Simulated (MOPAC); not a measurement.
A run for MOPAC: PM6 on InSe, 2S+1 = 2, a spin state set in the input, which need not be the lowest, a point of a bond scan (R = 2.342 Å).

```
PM6 1SCF PRECISE CHARGE=0 UHF MS=0.5 THREADS=1
InSe

Se     0.00000000 1     0.00000000 1     0.00000000 1
In     0.00000000 1     0.00000000 1     2.34185700 1
```

It printed:

```
*******************************************************************************
 **                                                                           **
 **                              MOPAC v23.2.5                                **
 **                                                                           **
 *******************************************************************************
 ** MOPAC's Digital Object Identifier: https://doi.org/10.5281/zenodo.6511958 **
 **                                                                           **
 ** Please cite the open-source release paper for use of this MOPAC version:  **
 ** J. E. Moussa and J. J. P. Stewart (2026)                                  **
 ** MOPAC: An open-source semiempirical molecular orbital program             **
 ** J. Open Source Softw., 11(119), 8025, https://doi.org/10.21105/joss.08025 **
 *******************************************************************************

                              PM6 CALCULATION RESULTS

 *******************************************************************************
 *  PM6        - The PM6 Hamiltonian to be used
 *  UHF        - UNRESTRICTED HARTREE-FOCK CALCULATION
 *
 *
 *
 *                 CHARGE ON SYSTEM = 0
 *
 *
 *
 *  MS=        - IN MECI, MAGNETIC COMPONENT OF SPIN =  0.5
 *  PRECISE    - TIGHTER CRITERIA TO BE USED
 *  1SCF       - DO 1 SCF AND THEN STOP
 *  THREADS=1  - MULTI-THREADING NOT USED
 *  T=         - A TIME OF 172800.0 SECONDS REQUESTED
 *  DUMP=N     - RESTART FILE WRITTEN EVERY 7200.0 SECONDS REQUESTED
 *******************************************************************************
PM6 1SCF PRECISE CHARGE=0 UHF MS=0.5 THREADS=1
 InSe

   ATOM   CHEMICAL          X               Y               Z
  NUMBER   SYMBOL      (ANGSTROMS)     (ANGSTROMS)     (ANGSTROMS)

     1      Se          0.00000000  *   0.00000000  *   0.00000000  *
     2      In          0.00000000  *   0.00000000  *   2.34185700  *



          CARTESIAN COORDINATES

    NO.       ATOM           X           Y           Z

     1        Se          0.0000      0.0000      0.0000
     2        In          0.0000      0.0000      2.3419

 General Reference for PM6:
 "Optimization of Parameters for Semiempirical Methods V: Modification of NDDO Approximations
 and Application to 70 Elements", J. J. P. Stewart, J. Mol. Mod., 13, 1173-1213 (2007)
 URL: https://link.springer.com/article/10.1007/s00894-007-0233-4

           Empirical Formula: Se In  =     2 atoms



      MOLECULAR POINT GROUP   :   C*v


          UHF CALCULATION, NO. OF ALPHA ELECTRONS =    5
                           NO. OF BETA  ELECTRONS =    4

 -------------------------------------------------------------------------------
 PM6 1SCF PRECISE CHARGE=0 UHF MS=0.5 THREADS=1
 InSe



     1SCF WAS SPECIFIED, SO BFGS WAS NOT USED
     SCF FIELD WAS ACHIEVED


                              PM6 CALCULATION
                                                       MOPAC v23.2.5 Linux




          FINAL HEAT OF FORMATION =         59.90898 KCAL/MOL =     250.65917 KJ/MOL


          COSMO AREA              =         95.27 SQUARE ANGSTROMS
          COSMO VOLUME            =         81.36 CUBIC ANGSTROMS

          IONIZATION POTENTIAL    =          8.160510 EV
          ALPHA SOMO LUMO (EV)    =         -8.233 -0.569
          BETA  SOMO LUMO (EV)    =         -8.161 -1.521
          NO. OF ALPHA ELECTRONS  =          5
          NO. OF BETA  ELECTRONS  =          4
          MOLECULAR WEIGHT        =        193.7800         POINT GROUP:  C*v

          MOLECULAR DIMENSIONS (Angstroms)

            Atom       Atom       Distance
           In     2   Se     1     2.34186
           In     2   Se     1     0.00000
           Se     1   In     2     0.00000


          SCF CALCULATIONS        =          1





   ATOM   CHEMICAL          X               Y               Z
  NUMBER   SYMBOL      (ANGSTROMS)     (ANGSTROMS)     (ANGSTROMS)

     1      Se          0.00000000  *   0.00000000  *   0.00000000  *
     2      In          0.00000000  *   0.00000000  *   2.34185700  *

                             CARTESIAN COORDINATES

   1   Se        0.000000000     0.000000000     0.000000000
   2   In        0.000000000     0.000000000     2.341857000


           Empirical Formula: Se In  =     2 atoms



      MOLECULAR POINT GROUP   :   C*v


          ALPHA EIGENVALUES
 -23.51407 -14.54720 -11.66940  -8.23306  -8.23306  -0.56858  -0.56858   0.78036


           BETA EIGENVALUES
 -22.94463 -13.61895  -8.16051  -8.16051  -1.52120   0.27630   0.35100   0.35100


              NET ATOMIC CHARGES AND DIPOLE CONTRIBUTIONS

  ATOM NO.   TYPE          CHARGE      No. of ELECS.   s-Pop       p-Pop
    1         Se          -0.477401        6.4774     1.99924     4.47816
    2         In           0.477401        2.5226     1.24514     1.27746
 DIPOLE           X         Y         Z       TOTAL
 POINT-CHG.     0.000     0.000     5.370     5.370
 HYBRID        -0.000     0.000     0.836     0.836
 SUM           -0.000     0.000     6.206     6.206


          ATOMIC ORBITAL ELECTRON POPULATIONS

     Atom    s        px        py        pz
    1 Se   1.99924   1.80618   1.80618   0.86580
    2 In   1.24514   0.19382   0.19382   0.88982


                    (SZ)    =    0.500000
                    (S**2)  =    0.830357


          ATOMIC ORBITAL SPIN POPULATIONS

    Atom   Total    s     px     py     pz
         Atomic
    1 Se  0.1877 -0.001 -0.048 -0.048  0.284
    2 In  0.8123  0.431  0.048  0.048  0.286

 **********************
 *                    *
 * JOB ENDED NORMALLY *
 *                    *
 **********************




 == MOPAC DONE ==
```

The run finished.

Cost: very roughly 0.020 core-seconds.
